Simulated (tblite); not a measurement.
Record of a relaxation.

Compound: C₅H₅F₂O (doublet state).
Atom-mapped SMILES: `[CH3:1][C:2](=[O:3])/[C:4]([F:5])=[CH:6]/[CH:7][F:8]` (hydrogens: H9, H10, H11 on C1; H12 on C6; H13 on C7)
Bond orders are those of one Lewis drawing.

Computed with GFN2-xTB (tblite), gas phase: L-BFGS steps from a force-field or distance-geometry start until the largest atomic force falls under 0.01 eV/Å. 13 of its 111 geometries are shown.

Step 0: E = -725.0860 eV, largest atomic force 3.457 eV/Å
```
atom  x, y, z in Å  |  force x, y, z in eV/Å
C1     -2.329    0.010    0.178   -0.685  -0.197  -0.643
C2     -1.038    0.435   -0.415   -0.098   1.475  -1.608
O3     -0.979    1.239   -1.360    0.217  -1.370   1.551
C4      0.176   -0.132    0.171   -1.176  -0.780   0.848
F5      0.031   -1.012    1.222   -0.172   0.637  -0.711
C6      1.391    0.145   -0.245    2.056  -0.842   0.824
C7      2.583   -0.482    0.412    0.192   1.953  -2.846
F8      3.558    0.509    0.440   -0.402  -1.214   0.349
H9     -2.552    0.686    1.024   -0.071  -0.551  -0.378
H10    -3.085    0.138   -0.648    0.428  -0.155   1.128
H11    -2.247   -1.047    0.489   -0.330   0.642   0.064
H12     1.551    0.832   -1.063    0.014   0.321   0.180
H13     2.935   -1.321   -0.225    0.028   0.080   1.242
```

Step 9: E = -726.1177 eV, largest atomic force 0.841 eV/Å
```
atom  x, y, z in Å  |  force x, y, z in eV/Å
C1     -2.365    0.003    0.155    0.431   0.072  -0.040
C2     -1.027    0.427   -0.451    0.119  -0.091   0.156
O3     -0.908    1.233   -1.360   -0.204  -0.211   0.209
C4      0.185   -0.195    0.125   -0.258   0.097  -0.260
F5     -0.040   -1.031    1.166    0.424  -0.091  -0.408
C6      1.468    0.161   -0.285   -0.705   0.120   0.010
C7      2.678   -0.403    0.075   -0.513   0.622   0.123
F8      3.687    0.424    0.341    0.392  -0.036  -0.547
H9     -2.583    0.645    1.021    0.112  -0.158  -0.285
H10    -3.167    0.123   -0.579    0.240   0.011   0.147
H11    -2.316   -1.032    0.507   -0.051   0.271  -0.136
H12     1.428    1.080   -0.914    0.280  -0.469   0.639
H13     2.954   -1.436    0.182   -0.268  -0.138   0.391
```

Step 18: E = -726.6203 eV, largest atomic force 0.376 eV/Å
```
atom  x, y, z in Å  |  force x, y, z in eV/Å
C1     -2.345   -0.011    0.151    0.190   0.017  -0.093
C2     -1.025    0.388   -0.467    0.031   0.065   0.130
O3     -0.941    1.230   -1.351    0.078  -0.240   0.239
C4      0.182   -0.237    0.076   -0.249   0.204   0.082
F5      0.058   -1.243    0.973   -0.023   0.140  -0.348
C6      1.456    0.260   -0.210   -0.098  -0.032   0.069
C7      2.622   -0.335    0.128    0.005   0.099   0.058
F8      3.773    0.283   -0.113    0.073  -0.117  -0.006
H9     -2.529    0.645    1.005    0.016  -0.084  -0.045
H10    -3.131    0.154   -0.581   -0.019  -0.078   0.085
H11    -2.328   -1.042    0.497   -0.058   0.064  -0.044
H12     1.476    1.213   -0.716   -0.016  -0.009  -0.194
H13     2.728   -1.303    0.591    0.068  -0.030   0.067
```

Step 28: E = -726.6585 eV, largest atomic force 0.162 eV/Å
```
atom  x, y, z in Å  |  force x, y, z in eV/Å
C1     -2.339   -0.015    0.151    0.019  -0.040  -0.004
C2     -1.025    0.418   -0.446   -0.061   0.044   0.053
O3     -0.948    1.260   -1.327    0.064  -0.026   0.108
C4      0.184   -0.187    0.099   -0.130  -0.057  -0.078
F5      0.064   -1.277    0.878   -0.059   0.041   0.038
C6      1.461    0.281   -0.203   -0.008   0.025  -0.068
C7      2.620   -0.321    0.158   -0.097  -0.070   0.028
F8      3.792    0.204   -0.171    0.095   0.049  -0.009
H9     -2.538    0.613    1.022    0.006  -0.056  -0.056
H10    -3.139    0.136   -0.572    0.057   0.027   0.042
H11    -2.318   -1.052    0.473    0.029  -0.007   0.000
H12     1.474    1.194   -0.778    0.090   0.057  -0.092
H13     2.708   -1.253    0.698   -0.006   0.014   0.040
```

Step 37: E = -726.6824 eV, largest atomic force 0.102 eV/Å
```
atom  x, y, z in Å  |  force x, y, z in eV/Å
C1     -2.329   -0.036    0.157   -0.017  -0.011  -0.012
C2     -1.033    0.472   -0.419   -0.018   0.022   0.005
O3     -0.974    1.385   -1.226    0.011   0.007   0.029
C4      0.181   -0.172    0.053    0.001   0.013  -0.009
F5      0.052   -1.240    0.863    0.019   0.001   0.053
C6      1.467    0.256   -0.278   -0.003   0.049   0.019
C7      2.604   -0.321    0.182   -0.031  -0.097  -0.011
F8      3.793    0.149   -0.172    0.071   0.023   0.001
H9     -2.570    0.534    1.056    0.071  -0.025  -0.028
H10    -3.128    0.125   -0.561   -0.009  -0.012  -0.008
H11    -2.258   -1.087    0.423   -0.041   0.012  -0.014
H12     1.528    1.119   -0.926   -0.039  -0.019  -0.015
H13     2.663   -1.184    0.831   -0.014   0.039  -0.010
```

Step 46: E = -726.6861 eV, largest atomic force 0.048 eV/Å
```
atom  x, y, z in Å  |  force x, y, z in eV/Å
C1     -2.329   -0.047    0.147    0.007   0.009   0.007
C2     -1.033    0.476   -0.412    0.014   0.005  -0.008
O3     -0.973    1.412   -1.195    0.014  -0.009  -0.016
C4      0.182   -0.166    0.057    0.016   0.007   0.002
F5      0.061   -1.219    0.888   -0.012   0.006   0.021
C6      1.467    0.256   -0.288   -0.001   0.016  -0.001
C7      2.601   -0.322    0.178   -0.016  -0.024   0.001
F8      3.798    0.134   -0.172    0.005   0.005  -0.015
H9     -2.548    0.516    1.055   -0.026  -0.037   0.017
H10    -3.132    0.129   -0.563    0.011   0.005   0.006
H11    -2.264   -1.101    0.399   -0.015   0.010  -0.016
H12     1.519    1.102   -0.959   -0.001  -0.005   0.006
H13     2.647   -1.169    0.848    0.005   0.010  -0.002
```

Step 55: E = -726.6902 eV, largest atomic force 0.080 eV/Å
```
atom  x, y, z in Å  |  force x, y, z in eV/Å
C1     -2.330   -0.052    0.136    0.019   0.007  -0.003
C2     -1.027    0.485   -0.395    0.016  -0.017  -0.062
O3     -0.954    1.407   -1.193   -0.072  -0.015   0.032
C4      0.185   -0.145    0.093    0.015   0.024   0.035
F5      0.067   -1.168    0.960   -0.031  -0.020   0.024
C6      1.465    0.260   -0.287    0.004   0.033  -0.012
C7      2.602   -0.319    0.172   -0.044  -0.033   0.002
F8      3.799    0.099   -0.219    0.011   0.021  -0.009
H9     -2.551    0.438    1.085    0.008  -0.013  -0.031
H10    -3.124    0.179   -0.568   -0.017   0.008   0.036
H11    -2.279   -1.125    0.312    0.013   0.037  -0.028
H12     1.502    1.086   -0.982    0.030  -0.015  -0.001
H13     2.638   -1.144    0.867    0.048  -0.018   0.016
```

Step 64: E = -726.6949 eV, largest atomic force 0.056 eV/Å
```
atom  x, y, z in Å  |  force x, y, z in eV/Å
C1     -2.331   -0.064    0.118   -0.011   0.024   0.015
C2     -1.029    0.495   -0.389    0.005  -0.017  -0.031
O3     -0.962    1.403   -1.202   -0.002   0.003  -0.002
C4      0.183   -0.109    0.137    0.009   0.002  -0.003
F5      0.053   -1.092    1.047   -0.020  -0.017   0.008
C6      1.465    0.256   -0.273   -0.010   0.018  -0.032
C7      2.606   -0.327    0.171   -0.023   0.017   0.010
F8      3.790    0.077   -0.274    0.014  -0.023   0.019
H9     -2.533    0.347    1.107    0.035  -0.032   0.030
H10    -3.133    0.240   -0.547   -0.019  -0.016  -0.019
H11    -2.291   -1.148    0.199    0.005   0.037  -0.002
H12     1.511    1.055   -1.000    0.001  -0.013   0.018
H13     2.666   -1.134    0.888    0.016   0.016  -0.010
```

Step 73: E = -726.6967 eV, largest atomic force 0.064 eV/Å
```
atom  x, y, z in Å  |  force x, y, z in eV/Å
C1     -2.328   -0.065    0.113   -0.014  -0.008   0.039
C2     -1.030    0.504   -0.394    0.013  -0.042  -0.046
O3     -0.965    1.404   -1.214    0.015   0.018  -0.008
C4      0.178   -0.097    0.143    0.031   0.036  -0.002
F5      0.038   -1.064    1.070    0.006  -0.009  -0.010
C6      1.463    0.254   -0.273   -0.017   0.038  -0.014
C7      2.603   -0.325    0.178   -0.039   0.007  -0.007
F8      3.786    0.053   -0.291    0.034   0.009   0.019
H9     -2.497    0.289    1.129   -0.009  -0.001   0.012
H10    -3.143    0.268   -0.521   -0.004   0.013   0.014
H11    -2.288   -1.151    0.139   -0.008  -0.003  -0.011
H12     1.512    1.043   -1.013   -0.005  -0.049   0.016
H13     2.667   -1.111    0.916   -0.004  -0.009  -0.002
```

Step 82: E = -726.6999 eV, largest atomic force 0.047 eV/Å
```
atom  x, y, z in Å  |  force x, y, z in eV/Å
C1     -2.321   -0.061    0.121   -0.002  -0.006   0.020
C2     -1.033    0.495   -0.423    0.010  -0.012   0.013
O3     -0.968    1.369   -1.270   -0.026   0.010  -0.014
C4      0.175   -0.093    0.129    0.039   0.016  -0.012
F5      0.030   -1.039    1.076    0.013  -0.020  -0.002
C6      1.462    0.255   -0.282   -0.008   0.031  -0.024
C7      2.596   -0.317    0.192   -0.014  -0.016  -0.010
F8      3.789    0.066   -0.249   -0.019  -0.020   0.026
H9     -2.423    0.223    1.167    0.002  -0.001   0.000
H10    -3.164    0.328   -0.442    0.009   0.011  -0.012
H11    -2.302   -1.147    0.071   -0.047  -0.006  -0.003
H12     1.513    1.032   -1.032    0.013  -0.021   0.021
H13     2.641   -1.110    0.925    0.030   0.035  -0.002
```

Step 92: E = -726.7024 eV, largest atomic force 0.019 eV/Å
```
atom  x, y, z in Å  |  force x, y, z in eV/Å
C1     -2.320   -0.061    0.130    0.001  -0.009  -0.003
C2     -1.037    0.482   -0.441   -0.003  -0.013   0.008
O3     -0.989    1.339   -1.307    0.007   0.011  -0.004
C4      0.179   -0.091    0.110    0.001  -0.006  -0.002
F5      0.041   -1.034    1.061    0.002  -0.002  -0.005
C6      1.467    0.261   -0.294   -0.006  -0.012   0.007
C7      2.592   -0.310    0.204    0.014   0.012   0.002
F8      3.795    0.062   -0.218   -0.007   0.004  -0.002
H9     -2.371    0.165    1.194   -0.002   0.007   0.011
H10    -3.168    0.386   -0.380    0.000   0.008  -0.003
H11    -2.348   -1.143    0.019   -0.004   0.004  -0.007
H12     1.532    1.031   -1.050   -0.008  -0.006  -0.005
H13     2.624   -1.086    0.954    0.005   0.001   0.004
```

Step 101: E = -726.7031 eV, largest atomic force 0.020 eV/Å
```
atom  x, y, z in Å  |  force x, y, z in eV/Å
C1     -2.322   -0.057    0.131   -0.005  -0.005  -0.013
C2     -1.036    0.473   -0.445   -0.003  -0.007   0.000
O3     -0.983    1.318   -1.322    0.006   0.009  -0.002
C4      0.178   -0.098    0.112    0.002   0.006   0.005
F5      0.038   -1.024    1.080    0.007  -0.003  -0.006
C6      1.465    0.251   -0.297    0.000  -0.020  -0.004
C7      2.595   -0.298    0.213    0.004   0.000   0.001
F8      3.793    0.073   -0.222   -0.001   0.004   0.000
H9     -2.340    0.099    1.208   -0.004  -0.003   0.000
H10    -3.165    0.447   -0.331   -0.007   0.013   0.001
H11    -2.391   -1.128   -0.054    0.002  -0.003   0.014
H12     1.524    1.002   -1.072   -0.002   0.000   0.005
H13     2.637   -1.056    0.982    0.000   0.008   0.000
```

Step 110: E = -726.7034 eV, largest atomic force 0.010 eV/Å
```
atom  x, y, z in Å  |  force x, y, z in eV/Å
C1     -2.324   -0.054    0.130    0.000  -0.006  -0.006
C2     -1.035    0.472   -0.442   -0.003  -0.003  -0.003
O3     -0.978    1.325   -1.312   -0.003   0.003   0.001
C4      0.178   -0.108    0.108   -0.001  -0.003   0.000
F5      0.038   -1.045    1.066   -0.001   0.003  -0.002
C6      1.464    0.245   -0.298    0.002  -0.005   0.004
C7      2.597   -0.298    0.212    0.005   0.005   0.001
F8      3.793    0.084   -0.221   -0.003  -0.001   0.000
H9     -2.351    0.123    1.204   -0.001   0.003   0.004
H10    -3.166    0.439   -0.346    0.009   0.004   0.002
H11    -2.387   -1.129   -0.031    0.000   0.000   0.002
H12     1.521    1.001   -1.069   -0.003   0.003  -0.002
H13     2.644   -1.056    0.981   -0.001  -0.001   0.000
```

Task: Summarise the path.

Result: The energy falls by 37.30 kcal/mol from step 0 to step 110; nine tenths of that is first reached at step 15. It falls at every step. The largest force goes from 3.457 to 0.010 eV/Å. Among the bonds C6–C7 changes most, from 1.499 to 1.356 Å; the atoms move by 0.504 Å rms after alignment.

Task: Follow the three bonds and two angles with the largest change from start to end.

Result: 
```
step  E above end (kcal/mol)  largest force (eV/Å)  C6–C7 (Å)  C4=C6 (Å)  C7–F8 (Å)  C6–C7–H13 (°)  C6–C7–F8 (°)
   0                   37.30                 3.457      1.499      1.313      1.390          108.5         105.6
   5                   20.29                 1.200      1.394      1.350      1.344          125.3         120.5
  10                   11.49                 1.138      1.365      1.396      1.332          131.3         117.3
  14                    4.47                 0.689      1.356      1.394      1.336          127.7         120.3
  19                    1.63                 0.342      1.352      1.394      1.327          125.8         119.8
  24                    1.21                 0.105      1.355      1.397      1.330          126.5         120.5
  29                    0.97                 0.136      1.356      1.394      1.327          125.6         121.1
  33                    0.65                 0.193      1.358      1.398      1.333          126.6         121.4
  38                    0.47                 0.076      1.356      1.396      1.327          125.9         120.6
  43                    0.42                 0.048      1.356      1.395      1.329          125.9         120.8
  48                    0.39                 0.060      1.356      1.396      1.328          125.6         121.2
  53                    0.33                 0.079      1.355      1.395      1.327          125.2         121.6
  57                    0.27                 0.069      1.355      1.396      1.327          125.1         121.4
  62                    0.21                 0.055      1.355      1.395      1.329          125.7         120.9
  67                    0.18                 0.038      1.356      1.396      1.329          126.1         120.8
  72                    0.16                 0.047      1.356      1.396      1.328          126.1         120.7
  77                    0.13                 0.045      1.355      1.393      1.328          126.0         120.8
  81                    0.09                 0.050      1.356      1.395      1.329          125.6         120.9
  86                    0.04                 0.052      1.356      1.394      1.328          125.6         121.1
  91                    0.03                 0.017      1.356      1.395      1.328          125.7         121.1
  96                    0.02                 0.018      1.356      1.395      1.328          125.5         121.2
 100                    0.01                 0.024      1.356      1.395      1.328          125.7         121.0
 105                    0.00                 0.013      1.356      1.395      1.328          125.7         121.0
 110                    0.00                 0.010      1.356      1.395      1.328          125.8         121.0
```

The cost below is that of the whole relaxation. On one thread of an Arm Neoverse V2, shared host, this took 0.45 s wall.
